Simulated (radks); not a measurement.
Values are calculated unless marked as measured or tabulated.
Orbital eigenvalues (eV) of the magnesium ion Mg3+, [He] 2s2 2p5, at several levels of relativity; Dirac values are averaged over j with weights 2j + 1. Spin-unpolarised spherical Kohn-Sham, PBE, point nucleus unless stated (finite: rms radius 3.057 fm), a radial shooting solver on a logarithmic mesh with Libxc functionals. A level marked "c x" has the speed of light scaled by that factor and shares open shells by 2j + 1; other Dirac levels either fill j = l - 1/2 first or share by 2j + 1.

shell  non-rel.  scalar-rel., finite nucleus  Dirac, 2j+1 shares  Dirac, c x 2  change of magnitude, last against first (%)
1s      -1314.7                      -1317.2             -1317.1       -1315.3                                        +0.05
2s      -128.68                      -129.04             -129.03       -128.77                                        +0.07
2p      -96.214                      -96.216             -96.210       -96.213                                        0.00
